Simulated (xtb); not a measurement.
xtb input (GFN1-xTB):

```bash
xtb mol.xyz --gfn 1 --opt tight --chrg 0 --uhf 0
```
mol.xyz:
```
3

Sn    -0.00349532    -0.01260940     0.62871775
Cl     1.19244980     1.38873918    -0.89050383
Cl    -1.18216943    -1.35165270    -0.95866602
```

End of the output:

```
         :::::::::::::::::::::::::::::::::::::::::::::::::::::
         ::                     SUMMARY                     ::
         :::::::::::::::::::::::::::::::::::::::::::::::::::::
         :: total energy             -11.092873686595 Eh    ::
         :: gradient norm              0.000148676057 Eh/a0 ::
         :: HOMO-LUMO gap              4.090620773725 eV    ::
         ::.................................................::
         :: SCC energy               -11.096476245359 Eh    ::
         :: -> electrostatic           0.012415093117 Eh    ::
         :: repulsion energy           0.004783704682 Eh    ::
         :: dispersion energy         -0.001181145918 Eh    ::
         :: halogen bond corr.         0.000000000000 Eh    ::
         :: add. restraining           0.000000000000 Eh    ::
         :: total charge               0.000000000000 e     ::
         :::::::::::::::::::::::::::::::::::::::::::::::::::::

           -------------------------------------------------
          |                Property Printout                |
           -------------------------------------------------

    * Orbital Energies and Occupations

         #    Occupation            Energy/Eh            Energy/eV
      -------------------------------------------------------------
         1        2.0000           -0.9810011             -26.6944
         2        2.0000           -0.8933977             -24.3106
         3        2.0000           -0.8769574             -23.8632
         4        2.0000           -0.4989887             -13.5782
         5        2.0000           -0.4868023             -13.2466
         6        2.0000           -0.4816961             -13.1076
         7        2.0000           -0.4713348             -12.8257
         8        2.0000           -0.4650164             -12.6537
         9        2.0000           -0.4563034             -12.4166 (HOMO)
        10                         -0.3059758              -8.3260 (LUMO)
        11                         -0.2304145              -6.2699
        12                         -0.2237412              -6.0883
        13                         -0.0963740              -2.6225
        14                         -0.0844633              -2.2984
        15                         -0.0695839              -1.8935
        16                         -0.0351741              -0.9571
        17                         -0.0299556              -0.8151
        18                         -0.0279393              -0.7603
        19                         -0.0273153              -0.7433
        20                         -0.0272364              -0.7411
       ...                                ...                  ...
        27                          0.4987997              13.5730
      -------------------------------------------------------------
                  HL-Gap            0.1503275 Eh            4.0906 eV
             Fermi-level           -0.3811396 Eh          -10.3713 eV

  Mulliken/CM5 charges         n(s)   n(p)   n(d)
     1Sn    0.51282  0.52349   1.994  1.153  0.340
     2Cl   -0.25641 -0.26174   1.937  5.325 -0.006
     3Cl   -0.25641 -0.26174   1.937  5.325 -0.006

Wiberg/Mayer (AO) data.
largest (>0.10) Wiberg bond orders for each atom

 ---------------------------------------------------------------------------
     #   Z sym  total        # sym  WBO       # sym  WBO       # sym  WBO
 ---------------------------------------------------------------------------
     1  50 Sn   2.380 --     3 Cl   1.190     2 Cl   1.190
     2  17 Cl   1.227 --     1 Sn   1.190
     3  17 Cl   1.227 --     1 Sn   1.190
 ---------------------------------------------------------------------------

Topologies differ in total number of bonds
Writing topology from bond orders to xtbtopo.mol

 dipole moment from electron density (au)
     X       Y       Z
  -0.0141  -0.0509   2.5383  total (Debye):    6.453

           -------------------------------------------------
Note: The following floating-point exceptions are signalling: IEEE_DENORMAL
normal termination of xtb
          |                Geometry Summary                 |
           -------------------------------------------------

      molecular mass/u    :      189.6159877
   center of mass at/Å    :       -0.0002143      -0.0007731       0.0385474
  moments of inertia/u·Å² :        0.1028026E+03   0.2381019E+03   0.3409045E+03
rotational constants/cm⁻¹ :        0.1639807E+00   0.7080006E-01   0.4944972E-01

optimized geometry written to: xtbopt.xyz

           -------------------------------------------------
          | TOTAL ENERGY              -11.092873686595 Eh   |
          | GRADIENT NORM               0.000148676057 Eh/α |
          | HOMO-LUMO GAP               4.090620773725 eV   |
           -------------------------------------------------

------------------------------------------------------------------------
------------------------------------------------------------------------
 total:
 SCF:
 ANC optimizer:
```
